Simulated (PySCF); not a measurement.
1-heptene, C₇H₁₄.
Cartesian coordinates in Å at the PBE0-D3(BJ)/def2-SVP level; atoms count from 1:
```
atom  x, y, z in Å
C1     3.9525    0.2373   -0.4880
C2     2.9504   -0.2991    0.2095
C3     1.6561    0.3782    0.5295
C4     0.4411   -0.3429   -0.0518
C5    -0.8820    0.3235    0.2951
C6    -2.0969   -0.3874   -0.2851
C7    -3.4149    0.2867    0.0609
H8     3.8909    1.2593   -0.8770
H9     4.8706   -0.3191   -0.6949
H10    3.0552   -1.3290    0.5769
H11    1.5392    0.4355    1.6279
H12    1.6813    1.4198    0.1667
H13    0.5501   -0.4048   -1.1488
H14    0.4302   -1.3882    0.3069
H15   -0.8680    1.3705   -0.0591
H16   -0.9840    0.3839    1.3943
H17   -2.1092   -1.4323    0.0727
H18   -1.9885   -0.4508   -1.3824
H19   -3.4460    1.3212   -0.3176
H20   -3.5658    0.3327    1.1515
H21   -4.2730   -0.2507   -0.3707
```

All values: PBE0/def2-SVPD (PySCF, non-relativistic), on one gas-phase PBE0-D3(BJ)/def2-SVP geometry that isn't relaxed in the solvent. The solvent is an IEF-PCM continuum (Bondi radii, 1.10 Å for H, scaled by 1.2). Only the electrostatic response of the medium enters.

Gas phase at PBE0/def2-SVPD: HOMO -7.34 eV, LUMO 0.36 eV, dipole 0.46 D.

What does the continuum do to the energy, the frontier levels and the dipole at PBE0/def2-SVPD in chloroform and acetonitrile?

```tsv
solvent	ε	E(solvent) − E(gas) (kcal/mol)	polarisation term (kcal/mol)	distortion of the solute (kcal/mol)	HOMO (eV)	LUMO (eV)	dipole (D)
chloroform	4.711	-1.22	-1.29	0.07	-7.36	0.35	0.57
acetonitrile	35.69	-1.72	-1.87	0.15	-7.38	0.34	0.61
```

The first energy column is the sum of the next two and covers electrostatics alone. From chloroform to acetonitrile the lowering changes by a factor 1.41, Onsager's factor (ε − 1)/(2ε + 1) by 1.35 and ε itself by 7.6.

How does the static polarisability (PBE0/def2-SVPD, frozen core, with the continuum's full static response) change?

```
      medium  isotropic (au)  principal values (au)  ⟨r²⟩ of the electrons (bohr²)
         gas            89.5      75.0, 78.7, 114.9                         1540.2
  chloroform           109.5     95.3, 100.3, 132.9                         1540.4
acetonitrile           119.6    106.7, 112.3, 139.9                         1540.5
```

The isotropic value in acetonitrile is 1.34 times the gas-phase one; no cavity-field correction is applied. ⟨r²⟩ is taken about the centre of nuclear charge.
